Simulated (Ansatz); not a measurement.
Reactions of `CO[SiH](O)O[SiH2]O`.

Calculated with Ansatz (gas phase, PBE0-D4/def2-TZVP geometries, no zero-point term in ΔE). CCSD(T)/CBS is the MP2 limit (def2-TZVPP, def2-QZVPP) plus CCSD(T) − MP2 in def2-TZVPP, frozen cores. This one scheme is used for every species. Elements past krypton have def2 core potentials. For As, Sn outer-core shells are correlated without core-valence functions, which leaves a few kJ/mol of doubt a bond. Scalar relativity is left out up to krypton. Each species was taken in one conformer, which may not be the lowest.

Question: Order these by ΔE at CCSD(T)/CBS, lowest first. (Best estimate.)
A. `CO[SiH](O)O[SiH2]O` + `[SiH3][SiH2]S` → `O[SiH2]S[SiH2][SiH3]` + `CO[SiH](O)O`
B. `CO[SiH](O)O[SiH2]O` + `[CH3][SnH3]` → `O[SiH2][CH2][SnH3]` + `CO[SiH](O)O`
C. `CO[SiH](O)O[SiH2]O` + `N=C=O` → `O=C=N[SiH2]O` + `CO[SiH](O)O`
D. `CO[SiH](O)O[SiH2]O` + `C[SiH](O)O` → `C[SiH](O)O[SiH2]O` + `CO[SiH](O)O`
E. `CO[SiH](O)O[SiH2]O` + `[SiH3][AsH2]` → `C[AsH][SiH3]` + `O[SiH2]O[SiH](O)O`

Answer: E (-64.4 kJ/mol), D (+2.6 kJ/mol), C (+29.2 kJ/mol), A (+58.3 kJ/mol), B (+120.9 kJ/mol).

Largest T1 diagnostic: 0.018, for `N=C=O`.
